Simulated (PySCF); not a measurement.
Molecule: C6H6N (charge 0, doublet). It need not be the lowest isomer of its formula. 
Structure (B3LYP-D3(BJ)/def2-TZVP (Ansatz) minimum search):
SMILES: N#CC1=CCC[CH]1
```xyz
13

C     -1.6058    -1.0273     0.4474
C     -1.8045     0.5104     0.5634
C     -0.4746     1.0876     0.1830
C      0.4134     0.0627    -0.1225
C     -0.1808    -1.1870     0.0113
C      1.7676     0.2679    -0.5239
N      2.8603     0.4335    -0.8478
H     -2.2961    -1.4759    -0.2737
H     -1.7914    -1.5368     1.3980
H     -2.0946     0.8105     1.5751
H     -2.5993     0.8714    -0.0966
H     -0.2424     2.1407     0.1512
H      0.3094    -2.1305    -0.1711
```
Charge 0, spin multiplicity 2.

Dispersion corrections to the total energy (kcal/mol) from the dftd3 and dftd4 libraries through PySCF: D3(BJ) without and D4 with the three-body term, each with the damping fitted for the functional named.

```
functional  D3(BJ)      D4
----------  ------  ------
B2GP-PLYP    -4.30   -2.98
CAM-B3LYP    -5.66       …
TPSSh        -8.53   -8.74
BP86             …   -9.35
HF          -57.79  -26.47
PBE0         -6.38       …
revPBE      -18.91  -23.71
```

Some entries are withheld; supply them.


- CAM-B3LYP, D4: -5.97
- BP86, D3(BJ): -11.49
- PBE0, D4: -5.97
